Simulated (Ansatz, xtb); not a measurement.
# Relative energy of two isomers of C5H7B

Structure a is `B[C@@H]1C[C@@H]1C#C`, a singlet and structure b is `B[C@@H]1C[C@H]1C#C`, a singlet. Both are isolated molecules in the gas phase, relaxed with B3LYP-D3(BJ)/def2-SVP; the shapes shown needn't be the lowest conformers.

a (Å):

| atom | x (Å) | y (Å) | z (Å) |
| --- | --- | --- | --- |
| C | -0.3890 | -2.1830 | -1.2742 |
| C | 0.8823 | -1.5359 | -1.8491 |
| C | -0.3601 | -0.7154 | -1.7699 |
| C | -0.4663 | 0.4018 | -0.8643 |
| C | -0.5616 | 1.3623 | -0.1315 |
| B | -0.3671 | -2.5334 | 0.2208 |
| H | -0.8091 | -3.5850 | 0.6162 |
| H | 0.1311 | -1.7686 | 1.0086 |
| H | -0.8986 | -2.8529 | -1.9733 |
| H | 1.6884 | -1.2977 | -1.1514 |
| H | 1.2103 | -1.8822 | -2.8323 |
| H | -0.8972 | -0.5707 | -2.7138 |
| H | -0.6444 | 2.2073 | 0.5250 |

b (Å):

```
atom    x (Å)    y (Å)    z (Å)
   C  -0.3925  -1.7327  -0.3021
   C   0.7185  -2.0933  -1.2811
   C   0.2537  -0.6775  -1.2647
   C  -0.5540  -0.1446  -2.3291
   C  -1.2307   0.3106  -3.2263
   B  -0.0890  -1.5247   1.1851
   H  -0.9320  -1.6748   2.0353
   H   1.0244  -1.1822   1.5126
   H  -1.3931  -2.0366  -0.6222
   H   0.4305  -2.7056  -2.1386
   H   1.7104  -2.3032  -0.8737
   H   0.9161   0.0507  -0.7862
   H  -1.8297   0.7141  -4.0204
```

Quicker runs give these differences E(b) − E(a): GFN2-xTB −1.00 kcal/mol; HF/STO-3G −0.60 kcal/mol (at GFN2-xTB geometries); r2SCAN-D4/def2-SVP −1.37 kcal/mol (at GFN2-xTB geometries).

Problem. Estimate E(b) − E(a) at the level CCSD(T)/def2-SVP + ΔMP2/def2-TZVPP.

Solution. Too close to call at this level: CCSD(T)/def2-SVP + ΔMP2/def2-TZVPP gives E(b) − E(a) = −1.13 kcal/mol.

The same difference at several levels:

| level | geometry | E(b) − E(a) (kcal/mol) | departure from the last row (kcal/mol) | job, with rough time for the two |
| --- | --- | --- | --- | --- |
| GFN2-xTB | GFN2-xTB | −1.00 | +0.14 | optimisation, 1.2 s |
| HF/STO-3G | GFN2-xTB | −0.60 | +0.53 | single point, 2.5 s |
| r2SCAN-D4/def2-SVP | GFN2-xTB | −1.37 | −0.23 | single point, 8.4 s |
| B3LYP-D3(BJ)/def2-SVP | B3LYP-D3(BJ)/def2-SVP | −1.23 | −0.10 | optimisation, 3.6 min |
| HF/def2-SVP | B3LYP-D3(BJ)/def2-SVP | −1.10 | +0.04 | part of the CCSD(T) run |
| MP2/def2-SVP | B3LYP-D3(BJ)/def2-SVP | −1.20 | −0.06 | part of the CCSD(T) run |
| CCSD(T)/def2-SVP | B3LYP-D3(BJ)/def2-SVP | −1.12 | +0.01 | single point |
| CCSD(T)/def2-SVP + ΔMP2/def2-TZVPP | B3LYP-D3(BJ)/def2-SVP | −1.13 |  | single point, 1.9 min |

As drawn, both hold the same kinds of bond in the same numbers.

The largest departure from CCSD(T)/def2-SVP + ΔMP2/def2-TZVPP is that of HF/STO-3G, 0.53 kcal/mol. The last row adds to CCSD(T) the change of the MP2 difference between the two basis sets, here −0.01 kcal/mol.

With thermal terms from frequencies at re-optimised GFN2-xTB minima (ideal gas, soft modes damped towards free rotors, one conformer each, 298.15 K, 1 atm): the zero-point term adds +0.01 kcal/mol; ΔH is −1.10 and ΔG −1.17 kcal/mol.

The correlated steps freeze 6 core orbitals. Codes used: Ansatz 0.2.0, xtb 6.7.1; the last row on 2 threads of Intel(R) Xeon(R) Processor @ 2.50GHz (Skylake/Cascade Lake) on a shared host.
